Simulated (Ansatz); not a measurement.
CH4ClNSeSi (`N=C([SeH])[SiH2]Cl`). Total charge 0; spin multiplicity 1. The geometry is a stationary point of PBE0-D4/def2-TZVP. It is one conformer, not always the lowest.

```xyz
9

N    -1.020   -1.660   -0.234
C    -0.074   -0.826   -0.270
Se    1.579   -1.404   -1.058
Si   -0.078    0.950    0.367
Cl   -1.935    1.312    1.156
H    -1.852   -1.260    0.203
H     2.264   -0.118   -0.843
H     0.944    1.114    1.426
H     0.171    1.892   -0.747
```

Problem. What is the dipole moment at B3LYP/def2-TZVPP? (An estimate is asked.)

Solution. The calculation gave: 2.14 D, with components (1.02, 1.85, 0.30) D in this frame, pointing from negative to positive charge.

Problem. And with PBE, r2SCAN, ωB97M-V? (Estimate.)

Solution. Computed: PBE 1.99 D, r2SCAN 2.11 D, ωB97M-V 2.18 D.

Problem. Give the Mulliken charges with B3LYP, PBE, ωB97M-V in def2-TZVPP. (An estimate is asked.)

Solution. Ansatz gave: 
```tsv
atom	B3LYP	PBE	ωB97M-V
N1	-0.22	-0.20	-0.21
C2	-0.06	-0.04	-0.06
Se3	0.04	0.02	0.02
Si4	0.37	0.29	0.26
Cl5	-0.24	-0.21	-0.20
H6	0.15	0.16	0.13
H7	0.03	0.04	0.05
H8	-0.04	-0.03	0.01
H9	-0.04	-0.03	0.01
```

B3LYP here is the variant with VWN-RPA as its local correlation; programs differ in this.
